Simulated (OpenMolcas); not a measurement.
Levels of Rh+ by method

```json
{"Program": "OpenMolcas 26.06", "Basis": "ANO-RCC-VTZP [7s6p4d2f1g]", "Scalar Hamiltonian": "DKH2, point nucleus", "Active space": "8 electrons in 6 orbitals (4d 5s)", "State averaging": "2S+1 = 3 even, 55 roots; 2S+1 = 5 even, 10 roots kept (CI in the orbitals of an earlier block); 2S+1 = 1 even, 43 roots kept (CI in the orbitals of an earlier block)", "Spin-orbit coupling": "state interaction with AMFI integrals over the reference wave functions, term energies averaged over their components"}
```

Methods on the same reference wave functions:
A. CASSCF
B. SS-CASPT2, IPEA 0.25 Eh, imaginary shift 0.1 Eh (closed shells correlated: 4s 4p)
C. MS-CASPT2, IPEA 0.25 Eh, imaginary shift 0.1 Eh (closed shells correlated: 4s 4p)
D. XMS-CASPT2, IPEA 0.25 Eh, imaginary shift 0.1 Eh (closed shells correlated: 4s 4p)

Energies in cm⁻¹ above 4d⁸ ³F₄, the measured ground level; measured values from NIST Handbook of Basic Atomic Spectroscopic Data.

| Level | A | B | C | D | Measured |
| --- | --- | --- | --- | --- | --- |
| 4d⁸ ³F₄ | 0.0 | 0.0 | 0.0 | 0.0 | 0.0 |
| 4d⁸ ³F₃ | 2488 | 2500 | 2520 | 2510 | 2401 |
| 4d⁸ ³F₂ | 3878 | 3660 | 3620 | 3780 | 3581 |
| 4d⁷ 5s ⁵F₅ | 6317 | 14210 | 14250 | 16580 | 16885 |
| 4d⁷ 5s ⁵F₄ | 7894 | 15790 | 15820 | 18140 | 18540 |
| 4d⁷ 5s ⁵F₃ | 9103 | 16990 | 17030 | 19350 | 19792 |
| 4d⁷ 5s ⁵F₂ | 9949 | 17830 | 17870 | 20190 | 20647 |
| 4d⁷ 5s ⁵F₁ | 10485 | 18350 | 18390 | 20720 | 21180 |
| 4d⁸ ³P₂ [54 %] | 10902 | 7900 | 7310 | 8500 |  |
| 4d⁸ ³P₁ | 13617 | 10320 | 9550 | 10730 | 10515 |
| 4d⁸ ³P₀ | 14003 | 10610 | 9820 | 11000 | 10761 |
| 4d⁸ ¹D₂ [53 %] | 14258 | 11260 | 10860 | 12250 |  |
| 4d⁷ 5s ³F₄(1) | 16767 | 22300 | 22300 | 25190 | 25377 |
| 4d⁸ ¹G₄ | 18495 | 15020 | 14090 | 15750 | 14855 |
| 4d⁷ 5s ³F₃(1) | 19041 | 24350 | 24390 | 27270 | 27439 |
| 4d⁷ 5s ³F₂(1) | 20431 | 25640 | 25670 | 28600 | 28835 |
| 4d⁷ 5s ⁵P₃ | 20898 | 25520 | 25560 | 27740 |  |
| 4d⁷ 5s ⁵P₂ | 21469 | 25910 | 25910 | 28150 |  |
| 4d⁷ 5s ⁵P₁ | 22258 | 26750 | 26770 | 28990 |  |
| 4d⁷ 5s ³G₅ | 23870 | 29460 | 29500 | 33120 |  |
| 4d⁷ 5s ³G₄ | 24769 | 30250 | 30310 | 33910 |  |
| 4d⁷ 5s ³G₃ | 25868 | 31470 | 31500 | 35170 |  |
| 4d⁷ 5s ³P₂(1) [63 %] | 29117 | 31830 | 32080 | 35240 |  |

Deviations, from unrounded energies. A percentage is the sum of absolute deviations over the sum of measured energies, with the sign that they share, or ± where signs differ.

```tsv
Against measurement	Levels	A	B	C	D
mean absolute deviation (cm-1)	13	6900	1800	2000	330
fine structure of the ground term (%)	2	+6.4	+3.0	+2.7	+5.2
other terms of the ground configuration (%)	3	+27.6	±1.4	-7.4	+3.7
other configurations (%)	8	-44.0	-13.0	-12.9	-1.5
```

D lies closest to measurement on these levels and A furthest from it. The largest miss of D in the table is 4d⁸ ¹G₄, by +890 cm-1. The ranking rests on the paired levels alone, and a cruder setting can come out closer through cancelling errors.

Among B to D the level of the table that moves most is 4d⁷ 5s ³G₃, by 3700 cm-1 (lowest in B, highest in D). Moves below CASPT2's spread within the term are not significant.

The mean deviations of B to D differ by less than CASPT2's widest spread within a term (1900 cm-1), so their order carries little weight.

From A to B the spin-free energies of the other terms of 4d⁸ shown, above ³F, scale by factors of 0.70 to 0.80, as is usual when dynamic correlation screens the repulsion within a d or f shell.

The lowest spin-free term lies below A's lowest term by 0.552 hartree in B, 0.552 hartree in C, 0.571 hartree in D.

CASPT2 breaks the degeneracy within a term, and the mean is taken; among the terms shown or strongly mixed into the levels shown the widest spread is 1900 cm-1 (4d⁸ ¹G, C). Terms from blocks run as CI alone lack orbitals of their own. A single d shell beside an s shell can misplace configurations of different d count against each other. Without dynamic correlation excited terms often stand tens of per cent too high (terms of higher spin than the ground term too low), and those without a measured partner can miss by more than the paired ones (holds for A). Some levels mix across a computed gap that differs much from the measured one, so their mixing is not that of the real levels (holds for A). The CASPT2 spread within a term exceeds the gap to the next term for 4d⁷ 5s ³P(1) and 4d⁷ 5s ³H, so the order of their levels is uncertain (holds for D). Computed and measured levels are paired by configuration, term and J; levels that our copy of the source lacks, or whose pairing is in doubt (as where it misses far off the trend of its configuration), stay unpaired and out of the deviations. Only configurations of the active space appear. The table leaves out levels that lie high or whose names do not pair safely across all columns.

A share in square brackets marks a mixed level and gives the weight of the term that names it, the lowest over the columns. A number in round brackets counts repeated terms of one configuration in the order of the reference energies.
